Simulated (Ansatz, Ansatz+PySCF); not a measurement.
| atom | x (Å) | y (Å) | z (Å) |
| --- | --- | --- | --- |
| C | -0.5222 | 0.1281 | -0.5411 |
| C | 0.7522 | -0.4277 | -0.1872 |
| C | -0.1893 | 0.3102 | 0.7168 |
| H | -1.3676 | 0.0810 | -1.2997 |
| H | 1.8045 | -0.4012 | -0.5246 |
| H | -0.1709 | 0.4024 | 1.8426 |

Basis set: def2-SVP (spherical functions). Correlated methods keep 3 orbitals frozen. Charge 0, multiplicity 2.

Computed with Ansatz (development build ahead of 0.2.0); each method stands on the lowest determinant of its kind that the runs found.

Task: Give the atomization energy at this shape (free ground-state atoms in the same class of orbitals less the molecule, no zero-point energy) of doublet C3H3 by PBE0 (unrestricted), UHF-MP2, UHF.

Result:

| method | atomization energy |
| --- | --- |
| PBE0 (unrestricted) | 2443.5 kJ/mol |
| UHF-MP2 | 2292.1 kJ/mol |
| UHF | 1729.2 kJ/mol |

Caution: the shape is not the minimum. Caution for UHF-MP2, UHF: the unrestricted determinant is spin contaminated.
